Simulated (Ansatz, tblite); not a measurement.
Removing and adding an electron: Si(NCO)2Me2 (C₄H₆N₂O₂Si). The state is a singlet with charge 0. Geometry: PBE-D4/def2-SVP. Ansatz, gas phase; energy differences of separate SCF runs; the oxidised species was run as a doublet alone; the reduced species was run as a doublet alone.

| atom | x (Å) | y (Å) | z (Å) |
| --- | --- | --- | --- |
| Si1 | -0.060 | -0.052 | -0.067 |
| N2 | 1.662 | -0.206 | 0.096 |
| C3 | 2.855 | -0.219 | 0.292 |
| O4 | 4.023 | -0.245 | 0.472 |
| N5 | -0.587 | 1.131 | 1.090 |
| C6 | -0.836 | 1.959 | 1.935 |
| O7 | -1.096 | 2.769 | 2.757 |
| C8 | -0.854 | -1.694 | 0.347 |
| H9 | -1.958 | -1.621 | 0.284 |
| H10 | -0.585 | -2.011 | 1.374 |
| H11 | -0.515 | -2.480 | -0.359 |
| C12 | -0.451 | 0.570 | -1.786 |
| H13 | -0.097 | -0.151 | -2.551 |
| H14 | 0.044 | 1.544 | -1.971 |
| H15 | -1.544 | 0.705 | -1.913 |

The xTB rows come from tblite.

```tsv
level	−HOMO (eV)	vertical IE (eV)	−LUMO (eV)	vertical EA (eV)	HOMO–LUMO gap (eV)	IE − EA (eV)	remarks
GFN1-xTB	12.17	14.74	6.95	4.17	5.21	10.58	–
GFN2-xTB	11.34	13.95	6.40	3.64	4.94	10.32	–
PBE-D4/def2-SVP	6.87	–	0.50	-1.86	6.38	–	HOMO above zero (-1 doublet)
PBE-D4/def2-TZVP	7.07	9.55	0.76	–	6.31	–	–
revPBE-D4/def2-TZVP	7.00	9.54	0.65	–	6.35	–	–
PBE0-D4/def2-SVP	8.28	–	-0.45	-2.10	8.73	–	HOMO above zero (-1 doublet)
PBE0-D4/def2-TZVP	8.41	10.11	-0.23	–	8.64	–	–
```

   A HOMO above zero means that the electron is unbound at that level or that self-interaction error raises the level; the energy of removing that electron tells which. Raw xTB energy differences between charge states are shifted by several eV; the methods need an empirical correction for them. Sets without diffuse functions give affinities that are too small. A negative affinity means that the extra electron isn't bound; its size then hangs on the basis.
